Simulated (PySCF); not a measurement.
Vertical excitations of a molecule C₄H₈Si₂ from TDA-PBE/def2-SVPD run with PySCF, as energy in eV (oscillator strength): 4.36 (0.175), 4.61 (0.000), 5.18 (0.001), 5.49 (0.008), 5.50 (0.038), 5.72 (0.016), 5.75 (0.000), 5.88 (0.002), 6.28 (0.004), 6.38 (0.003). Lowest triplet (TDA): 2.59 eV. Coordinates come from a r2SCAN-D4/def2-SVP optimisation. Other conformers were not sampled.

**Question.** Which structure fits?
(A) C=CC#C[SiH2][SiH3]
(B) C#CC1[SiH2]C[SiH2]1
(C) C=C([SiH3])C#C[SiH3]
(D) [SiH3]C1=CC=C[SiH2]1

**Answer.** D, [SiH3]C1=CC=C[SiH2]1
